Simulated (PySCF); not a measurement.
4-fluorotoluene, C7H7F.
SMILES with atom numbers: `[CH3:1][c:2]1[cH:3][cH:4][c:5]([F:6])[cH:7][cH:8]1` (hydrogens: H9, H10, H11 on C1; H12 on C3; H13 on C4; H14 on C7; H15 on C8)

Method: PBE0-D3(BJ)/def2-SVP geometry optimisation, gas phase in PySCF 2.14.0; density fitting, grid level 2; the optimiser is geomeTRIC in internal coordinates, started from a GFN2-xTB structure.

Step 0: E = -10071.6144 eV
```
atom  x, y, z in Å  |  force x, y, z in eV/Å
C1      2.2163   -0.2348   -0.0476   -0.442   0.040  -0.040
C2      0.7270   -0.0749   -0.0027    0.531  -0.047   0.025
C3     -0.0990   -1.1805    0.1622   -0.049   0.111  -0.009
C4     -1.4753   -1.0463    0.1858   -0.088   0.110  -0.028
C5     -2.0212    0.2150    0.0388   -1.018   0.104   0.012
F6     -3.3655    0.3572    0.0627    0.667  -0.071  -0.010
C7     -1.2290    1.3348   -0.1308   -0.109  -0.092   0.001
C8      0.1451    1.1788   -0.1499   -0.071  -0.099   0.019
H9      2.5333   -1.0857    0.5503    0.203  -0.309   0.220
H10     2.5419   -0.4048   -1.0743    0.227  -0.074  -0.369
H11     2.7145    0.6594    0.3185    0.263   0.308   0.139
H12     0.3401   -2.1611    0.2740    0.187  -0.437   0.067
H13    -2.1214   -1.9002    0.3160   -0.327  -0.346   0.059
H14    -1.6867    2.3049   -0.2445   -0.247   0.409  -0.038
H15     0.7755    2.0462   -0.2807    0.273   0.392  -0.047
```

Question: Estimate the geometry and energy of step 1. (The exact step hangs on the optimiser's Hessian estimate; all steps are aligned on step 0, rigid shifts and turns removed.)

Answer: E = -10071.6577 eV, largest force 0.168 eV/Å
```
atom  x, y, z in Å  |  force x, y, z in eV/Å
C1      2.2283   -0.2370   -0.0543    0.088  -0.009   0.000
C2      0.7387   -0.0758   -0.0007   -0.079   0.008   0.005
C3     -0.1034   -1.1808    0.1680    0.056  -0.085   0.008
C4     -1.4887   -1.0466    0.1859   -0.076  -0.043   0.007
C5     -2.0451    0.2168    0.0342    0.167  -0.019  -0.009
F6     -3.3677    0.3556    0.0496   -0.140   0.016   0.008
C7     -1.2420    1.3380   -0.1301   -0.065   0.058  -0.007
C8      0.1409    1.1814   -0.1452    0.073   0.072  -0.012
H9      2.5633   -1.0948    0.5484   -0.005   0.024  -0.015
H10     2.5721   -0.4102   -1.0887   -0.004   0.003   0.022
H11     2.7452    0.6617    0.3149   -0.010  -0.026  -0.009
H12     0.3356   -2.1761    0.2903   -0.021   0.035  -0.004
H13    -2.1468   -1.9086    0.3191    0.025   0.026  -0.004
H14    -1.7095    2.3193   -0.2412    0.019  -0.031   0.004
H15     0.7744    2.0651   -0.2721   -0.028  -0.029   0.005
```

The energy changes by -0.0433 eV. The first-order estimate −F·Δx gives -0.0925 eV and the mean of the old and new forces, exact on a quadratic surface, -0.0434 eV. The step makes an angle of 54° with the force vector and moves no atom by more than 0.034 Å.

The cost below is that of the whole optimisation. On one thread of an Arm Neoverse V2, shared host, this took 50 s of wall time and 0.72 GiB of memory at its peak.
